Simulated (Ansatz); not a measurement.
Z-matrix (Å, degrees):
```
O
Si 1 1.6663
Si 1 1.6663 2 142.88
H 3 1.4917 1 107.94 2 173.63
H 2 1.4917 1 107.94 3 -173.64
H 3 1.4978 4 108.72 1 -119.24
H 2 1.4978 5 108.72 1 119.24
Si 3 2.3543 4 112.38 6 -120.83
H 8 1.4973 3 110.80 4 72.99
H 8 1.4977 9 108.92 3 121.07
Si 8 2.3476 9 112.65 10 120.58
H 11 1.4960 8 113.03 9 -59.88
H 11 1.4979 12 108.95 8 -120.84
Si 11 2.3476 12 113.03 13 -120.84
H 14 1.4973 11 112.65 12 59.88
H 14 1.4977 15 108.92 2 -121.07
```
Charge 0, spin multiplicity 1.

Calculation: frozen-core CCSD(T)/def2-TZVPP // PBE0-D3(BJ)/def2-SVP (Ansatz, a first-principles code).

* **HF energy**: -1525.52819 Ha
* **MP2 correlation energy**: -0.84358 Ha

**Question.** Estimate the CCSD correlation energy, the (T) correction, the total energy and the T1 diagnostic.

**Answer.** 
```json
{
  "CCSD correlation energy": "-0.93531 Ha",
  "(T) correction": "-0.03694 Ha",
  "CCSD(T) total energy": "-1526.50044 Ha",
  "T1 diagnostic": "0.014"
}
```
